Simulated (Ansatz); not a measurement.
Cost and result for the atomization energy of `[SiH3][O][GeH2]` radical (8 atoms, 7 bonds).

The species carries charge 0 and has multiplicity 2. Correlated methods include outer-core shells of Ge, which these sets cover unevenly. Scalar relativity is left out up to krypton. The structure was optimised at the PBE0-D4/def2-TZVP level. Program: Ansatz. All runs use 4 threads of an Intel Xeon Platinum 8259CL on a shared host. Times are those of one run each, without the atoms' runs, and a repeat can differ threefold. Electronic energies, without spin–orbit coupling; frozen cores. CCSD(T)/CBS adds CCSD(T) − MP2 in def2-TZVPP to the MP2 limit, and its time is that of the two runs behind it. T1 = 0.014; ⟨S²⟩ of the reference is 0.75. With those shells the extrapolation isn't a true limit.

CCSD(T)/CBS is a level of theory with its own doubt, some kJ/mol a heavy atom from the limit and from the frozen cores, so smaller differences don't rank the functionals.

| level | functions | wall time |
| --- | --- | --- |
| revPBE-D4/def2-TZVPP | 191 | 2.3 s |
| BLYP-D4/def2-TZVPP | 191 | 2.4 s |
| PBE-D4/def2-TZVPP (with forces) | 191 | 2.7 s |
| PBE0-D4/def2-TZVPP | 191 | 3.7 s |
| CAM-B3LYP-D4/def2-TZVPP | 191 | 3.8 s |
| B2PLYP/def2-TZVPP | 191 | 4.7 s |
| r2SCANh-D4/def2-TZVPP | 191 | 6 s |
| CCSD(T)/def2-SVP | 89 | 7 s |
| B97M-V/def2-TZVPP | 191 | 7.5 s |
| ωB97X-V/def2-TZVPP | 191 | 8.5 s |
| MP2/def2-QZVPP | 366 | 18 s |
| CCSD(T)/def2-TZVPP | 191 | 120 s |
| CCSD(T)/CBS(def2) | – | 2.2 min |

(1) What atomization energy does each give, and how far from CCSD(T)/CBS? (An estimate is asked.)

## Answers

(1) Computed: 
```tsv
level	atomization (kJ/mol)	difference from CCSD(T)/CBS	per bond
revPBE-D4/def2-TZVPP	2291.5	-76.3	-10.9
BLYP-D4/def2-TZVPP	2338.7	-29.1	-4.2
PBE-D4/def2-TZVPP (with forces)	2337.0	-30.8	-4.4
PBE0-D4/def2-TZVPP	2312.5	-55.3	-7.9
CAM-B3LYP-D4/def2-TZVPP	2371.7	3.9	0.6
B2PLYP/def2-TZVPP	2330.9	-36.9	-5.3
r2SCANh-D4/def2-TZVPP	2352.3	-15.5	-2.2
CCSD(T)/def2-SVP	2185.5	-182.3	-26.0
B97M-V/def2-TZVPP	2380.3	12.5	1.8
ωB97X-V/def2-TZVPP	2377.7	9.9	1.4
MP2/def2-QZVPP	2351.8	-16.0	-2.3
CCSD(T)/def2-TZVPP	2314.2	-53.6	-7.7
CCSD(T)/CBS(def2)	2367.8	0.0	0.0
```

From r2SCAN to r2SCAN0 (25 % exact exchange), in def2-TZVPP and without D4, the atomization energy moves by −35.4 kJ/mol: exact exchange takes away binding that semilocal exchange gives to molecules. At CCSD(T), def2-SVP lies −182.3 kJ/mol from the extrapolated value and def2-TZVPP −53.6 kJ/mol: correlation converges slowly with the basis, and small sets miss more of it in the bonded molecule than in its fragments. In def2-TZVPP, CCSD(T) changes the Hartree–Fock value by +574.4 kJ/mol (the triples alone add +26.0 kJ/mol) and MP2 by +579.1 kJ/mol; breaking electron pairs costs correlation energy, which Hartree–Fock lacks.

For some Ge, Se and Sn compounds the MP2-based and the directly extrapolated limit differ by 10 to 25 kJ/mol.
